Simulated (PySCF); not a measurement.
# One molecule, several mistakes: AlClGeH4N cation

Calculated results; nothing here was measured. The program is PySCF 2.14.0, an open-source quantum chemistry code, run on an isolated molecule that a program drew, which may never have been made. The molecule is AlClGeH4N cation (charge +1, singlet), drawn as the SMILES string `[NH2][GeH+][AlH][Cl]`.

Each row is a Hartree-Fock (HF) and frozen-core CCSD(T) single point in the cc-pV(D+d)Z basis, meant for a local HF minimum. Run 1 is clean. Each other run has one planted mistake out of seven kinds, and not every kind appears here: one electron removed, one electron added, multiplicity raised by two, geometry at a saddle point, minimal basis STO-3G, one bond length entered in bohr, all coordinates scaled. The reference is restricted for singlets and unrestricted otherwise, and also for a bond in bohr. Adding or removing an electron swaps singlet and doublet. Electrons count all cores. HOMO and LUMO are orbital energies over both spins, the gradient is its largest component, and the lowest frequency (negative if imaginary) is given only where the gradient is small. Bond lengths are over the 7 bonds as drawn. T1 is the CCSD diagnostic: over 0.02 (restricted) or 0.045 (unrestricted) a single reference is doubtful. Germanium has the cc-pVDZ-PP basis, with a core potential (ECP10MDF) in place of its 10 inner electrons, and its 3s, 3p and 3d shells are frozen in CCSD(T).

Geometry of the clean run:
```xyz
8
AlClGeH4N cation, angstrom
N    -0.3382    1.6593    0.8048
Ge   -1.2216    0.1602    0.9242
Al   -0.5596   -1.7686   -0.6514
Cl    1.0025   -1.0960   -1.8267
H    -0.5240    2.4659    1.3762
H     0.4136    1.8053    0.1537
H    -2.2797    0.2986    2.0083
H    -1.3292   -3.1072   -0.5626
```

```
run,electrons,basis functions,<S^2>,HOMO (eV),LUMO (eV),gradient (hartree/bohr),lowest frequency (cm^-1),mean bond (Å),longest bond (Å),T1,HF (hartree),CCSD(T) (hartree),mistake
1,72,103,0.000,-15.96,-4.97,1.4e-05,40,1.6382,2.577,0.0186,-1051.42887,-1051.93313,no fault
2,73,103,0.760,-6.13,1.04,6.0e-02,-,1.6382,2.577,0.0175,-1051.63186,-1052.14359,one electron added
3,72,103,0.754,-15.79,-4.95,2.5e-02,-,1.7659,2.577,0.0641,-1051.27561,-1051.78380,one bond length entered in bohr
4,71,103,0.824,-21.42,-14.34,6.1e-02,-,1.6382,2.577,0.0334,-1050.87116,-1051.37507,one electron removed
5,72,103,0.000,-16.12,-4.89,7.2e-02,-,1.5300,2.407,0.0149,-1051.38805,-1051.88243,?
6,72,103,2.012,-12.59,-7.95,2.4e-02,-,1.6382,2.577,0.0247,-1051.29972,-1051.79478,?
```

**Which mistake was planted in run 5, and what did it cost?**

The mean and the longest bond both change by the same factor, 0.934, and the gradient is no longer small. So the mistake is: all coordinates scaled. Subtracting run 1 and multiplying by 627.51 kcal/mol a hartree, the energy moved by 25.6 kcal/mol in HF and 31.8 kcal/mol in CCSD(T).

**Which mistake was planted in run 6, and what did it cost?**

Electrons, basis and geometry are unchanged, and <S^2> is 2.012, beside S(S+1) = 2.00 for a multiplicity of 3. So the mistake is: multiplicity raised by two. Subtracting run 1 and multiplying by 627.51 kcal/mol a hartree, the energy moved by 81.0 kcal/mol in HF and 86.8 kcal/mol in CCSD(T).

Cautions from the logs. Run 3: T1 is over the limit, so its CCSD(T) energy is less reliable.
